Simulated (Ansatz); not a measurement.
Gas-phase electronic energies from Ansatz, PBE0-D4/def2-TZVP geometries. CBS: MP2 limit from def2 TZ/QZ plus the TZ coupled-cluster correction, frozen cores. This one scheme is used for every species. DFT in def2-TZVPP. One conformer a species, not always the lowest.

`C=CCSCC` + `OB(O)O` → `CCOB(O)O` + `C=CCS`  (substitution at a C–S bond)

**Question.** Is it downhill or uphill in electronic energy at CCSD(T)/CBS, and by how much? (Best estimate.)

**Answer.** Ansatz gave: Uphill: ΔE = +0.53 eV.

**Question.** What do these levels give: r2SCAN-D4, ωB97X-V, ωB97M-V, PBE, r2SCAN, MP2/def2-TZVPP, SCS-MP2/def2-TZVPP, CCSD/def2-TZVPP, CCSD(T)/def2-TZVPP, MP2/def2-QZVPP, SCS-MP2/def2-QZVPP, HF/CBS(def2)? (Best estimate.)

**Answer.** Computed: r2SCAN-D4 0.50, ωB97X-V 0.45, ωB97M-V 0.49, PBE 0.48, r2SCAN 0.49, MP2/def2-TZVPP 0.60, SCS-MP2/def2-TZVPP 0.50, CCSD/def2-TZVPP 0.45, CCSD(T)/def2-TZVPP 0.48, MP2/def2-QZVPP 0.62, SCS-MP2/def2-QZVPP 0.53, HF/CBS(def2) 0.28 eV.

Largest T1 diagnostic among the species: 0.012.

In def2-TZVPP, CCSD(T) changes the Hartree–Fock value by +0.20 eV (the triples alone add +0.04 eV) and MP2 by +0.32 eV. The D4 term adds +0.09 eV with B3LYP and +0.05 eV with PBE0; it sums over pairs of atoms, weighted by their polarisabilities, and B3LYP, whose exchange is more repulsive, gets the larger term.

B3LYP here is the variant with VWN-RPA as its local correlation; programs differ in this.
